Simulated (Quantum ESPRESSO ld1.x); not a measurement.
Species: the lithium ion Li1.9+. Configuration: 1s(up 1, down 0.1) (fractional occupations, a model configuration).

Method: scalar-relativistic Kohn-Sham, LDA (Slater exchange, VWN5 correlation), spin-polarised, spherical densities, point nucleus; computed with ld1.x of Quantum ESPRESSO 7.5.

Energy parts (hartree):
part                   energy
total                 -4.7169
kinetic                4.6848
electron-nucleus      -9.6294
Hartree                1.0968
exchange-correlation  -0.8691

Orbitals (lengths in bohr, moments of r in powers of bohr; r(max) is where P^2 peaks):
| orbital | occ. | eigenvalue (hartree) | <r^4> | <r> | r(max) |
|---|---|---|---|---|---|
| 1s up | 1 | -3.58473 | 0.3265 | 0.5159 | 0.339 |
| 1s down | 0.1 | -3.14050 | 0.4271 | 0.5481 | 0.352 |

The highest occupied level is 1s down at -85.457 eV. Spin moment in Bohr magnetons: 0.9. The density falls to 0.001 e/bohr^3 at r = 1.58 bohr. Summed over all electrons, <r^2> = 0.3978 bohr^2, which gives a Langevin (diamagnetic) susceptibility term of -0.315 x 10^-6 cm^3/mol.
